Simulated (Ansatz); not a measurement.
Relaxation of H9NSi2Sn (13 atoms, charge 0, multiplicity 1), to a largest force component of 0.02 eV/Å in at most 50 steps.

Computed with RKS PBE-D4/def2-SVP (Ansatz).

```xyz
13
Properties=species:S:1:pos:R:3:forces:R:3
Si -1.695 0.519 1.082 -0.79 2.22 -0.39
N -0.084 1.209 1.187 -0.04 1.00 -0.60
Sn 1.165 -0.291 0.582 2.14 -0.77 0.78
Si 0.980 -0.713 -1.868 -2.39 0.41 0.63
H -2.699 1.595 1.462 0.04 -0.17 0.05
H -2.026 0.183 -0.319 -0.28 -0.44 -0.52
H -1.856 -0.600 1.959 0.01 -1.13 0.80
H 0.038 1.989 0.470 -0.23 -0.79 1.01
H 0.843 -1.735 1.536 -0.05 0.38 -0.14
H 2.852 0.197 0.926 -0.57 -0.09 0.00
H 1.148 0.518 -2.589 0.29 1.11 -0.72
H -0.450 -1.171 -2.103 0.17 0.06 -0.06
H 1.806 -1.734 -2.312 1.69 -1.78 -0.85
```

Problem. Where does it end, and by what steps?

Solution. The forces met the threshold. The force dipped under the threshold on the way, but the program's further checks kept it going. After 15 steps the energy has fallen by 0.665 eV; H6 moved furthest, 0.94 Å.

```json
{"step": "0", "energy less start (eV)": "0.0000", "largest force component (eV/Å)": "2.388", "accepted": "yes"}
{"step": "1", "energy less start (eV)": "-0.4872", "largest force component (eV/Å)": "0.978", "accepted": "yes"}
{"step": "2", "energy less start (eV)": "-0.5917", "largest force component (eV/Å)": "0.481", "accepted": "yes"}
{"step": "3", "energy less start (eV)": "-0.6185", "largest force component (eV/Å)": "0.387", "accepted": "yes"}
{"step": "4", "energy less start (eV)": "-0.6463", "largest force component (eV/Å)": "0.116", "accepted": "yes"}
{"step": "5", "energy less start (eV)": "-0.6534", "largest force component (eV/Å)": "0.043", "accepted": "yes"}
{"step": "6", "energy less start (eV)": "-0.6539", "largest force component (eV/Å)": "0.143", "accepted": "yes"}
{"step": "7", "energy less start (eV)": "-0.6597", "largest force component (eV/Å)": "0.043", "accepted": "yes"}
{"step": "8", "energy less start (eV)": "-0.6610", "largest force component (eV/Å)": "0.122", "accepted": "yes"}
{"step": "9", "energy less start (eV)": "-0.6621", "largest force component (eV/Å)": "0.050", "accepted": "yes"}
{"step": "10", "energy less start (eV)": "-0.6635", "largest force component (eV/Å)": "0.011", "accepted": "yes"}
{"step": "11", "energy less start (eV)": "-0.6641", "largest force component (eV/Å)": "0.037", "accepted": "yes"}
{"step": "12", "energy less start (eV)": "-0.6643", "largest force component (eV/Å)": "0.039", "accepted": "yes"}
{"step": "13", "energy less start (eV)": "-0.6646", "largest force component (eV/Å)": "0.034", "accepted": "yes"}
{"step": "14", "energy less start (eV)": "-0.6648", "largest force component (eV/Å)": "0.025", "accepted": "yes"}
{"step": "15", "energy less start (eV)": "-0.6649", "largest force component (eV/Å)": "0.015", "accepted": "yes"}
```

```xyz
13
Properties=species:S:1:pos:R:3
Si -1.909 0.701 1.130
N -0.203 1.056 1.045
Sn 1.279 -0.293 0.510
Si 1.106 -0.934 -1.999
H -2.590 1.604 2.130
H -2.676 0.840 -0.170
H -2.036 -0.735 1.569
H 0.056 2.033 0.864
H 1.037 -1.652 1.552
H 2.763 0.518 0.886
H 1.255 0.297 -2.853
H -0.240 -1.550 -2.270
H 2.179 -1.920 -2.380
```

The run took 47 s on 2 threads of Arm Neoverse V2 (shared host), peak memory 0.17 GiB.
